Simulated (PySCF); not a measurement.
## Two-component Hartree-Fock for Ga²⁺ (gallium, charge +2)

Start: [Ar] 3d10 4s1; 4s1/2 filled at m_j = +1/2. Calculated with PySCF 2.14 in x2c-SVPall-2c with one added diffuse shell each of s, p, d type (6s7p4d, 47 functions): generalised Hartree-Fock with the X2C-1e Hamiltonian and a Gaussian nucleus; one run each with spin-orbit coupling (SO) switched off, then screened by Boettger's factors. This is a chosen level, not necessarily the ground level.

```json
{"spinor shell": "1s1/2", "electrons": "2", "ε, spin-free (eV)": "-10457.9", "ε, screened SO (eV)": "-10457.8", "weight of nominal j (screened SO)": "1.000", "rms radius, screened SO (bohr)": "0.0561"}
{"spinor shell": "2s1/2", "electrons": "2", "ε, spin-free (eV)": "-1360.5", "ε, screened SO (eV)": "-1360.5", "weight of nominal j (screened SO)": "1.000", "rms radius, screened SO (bohr)": "0.236"}
{"spinor shell": "2p1/2", "electrons": "2", "ε, spin-free (eV)": "-1182.9", "ε, screened SO (eV)": "-1201.9", "weight of nominal j (screened SO)": "1.000", "rms radius, screened SO (bohr)": "0.209"}
{"spinor shell": "2p3/2", "electrons": "4", "ε, spin-free (eV)": "-1182.9", "ε, screened SO (eV)": "-1173.6", "weight of nominal j (screened SO)": "1.000", "rms radius, screened SO (bohr)": "0.212"}
{"spinor shell": "3s1/2", "electrons": "2", "ε, spin-free (eV)": "-199.12", "ε, screened SO (eV)": "-199.12", "weight of nominal j (screened SO)": "1.000", "rms radius, screened SO (bohr)": "0.699"}
{"spinor shell": "3p1/2", "electrons": "2", "ε, spin-free (eV)": "-143.33", "ε, screened SO (eV)": "-146.00", "weight of nominal j (screened SO)": "1.000", "rms radius, screened SO (bohr)": "0.730"}
{"spinor shell": "3d3/2", "electrons": "4", "ε, spin-free (eV)": "-51.946", "ε, screened SO (eV)": "-52.263", "weight of nominal j (screened SO)": "0.991", "rms radius, screened SO (bohr)": "0.885"}
{"spinor shell": "3d5/2", "electrons": "6", "ε, spin-free (eV)": "-51.946", "ε, screened SO (eV)": "-51.736", "weight of nominal j (screened SO)": "0.994", "rms radius, screened SO (bohr)": "0.890"}
{"spinor shell": "4s1/2", "electrons": "1", "ε, spin-free (eV)": "-29.672", "ε, screened SO (eV)": "-29.673", "weight of nominal j (screened SO)": "1.000", "rms radius, screened SO (bohr)": "2.31"}
```

(1) Where does 3p3/2 lie, and what is the 3p spin-orbit splitting (screened SO)?

```tsv
quantity	spin-free	screened SO
E (hartree)	-1940.94392	-1940.99397
M_J	1/2	1/2
⟨J²⟩	0.750	0.750
⟨L²⟩	0.000	0.002
⟨S²⟩	0.750	0.752
```

Each row is a mean over spinors that exchange with the open shell spreads, by up to 0.472 eV (3s1/2).

Without spin-orbit coupling the j labels of p, d and f shells carry no meaning; the spin-free column gives the mean over the occupied spinors of each nl shell.

## Answers

(1) At -142.03 eV, 3.964 eV above 3p1/2.
